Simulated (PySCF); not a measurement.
Species: GaF3.
Cartesian coordinates in Å at the PBE0-D3(BJ)/def2-SVP level; atoms count from 1:
```xyz
4
GaF3 angstrom
F     -0.896   -0.526    1.365
Ga     0.011   -0.006   -0.009
F      1.613   -0.602   -0.263
F     -0.689    1.108   -1.128
```

Level of theory: PBE0-D3(BJ)/def2-SVP geometry optimisation, gas phase in PySCF 2.14.0.

Which atoms are bound to Ga2, and at what distances?

3 atoms: F1 1.727 Å, F4 1.727 Å, F3 1.728 Å.

List the angles at Ga2.

| angle | degrees | distance of the outer atoms (Å) |
| --- | --- | --- |
| F3–Ga2–F4 | 120.2 | 3.00 |
| F1–Ga2–F3 | 120.0 | 2.99 |
| F1–Ga2–F4 | 119.8 | 2.99 |

What is the shape at Ga2?

Planar: angles 120.2°, 120.0° and 119.8°, sum 360.0°, 0.00 Å off the plane of its three neighbours.

What are the rotational constants (commonest isotopes, rigid rotor)?

A = 5961, B = 5928, C = 2972 MHz: an oblate symmetric top.

Point group: D3h (tolerance 0.08 Å). Charge 0, singlet. No frequency check.
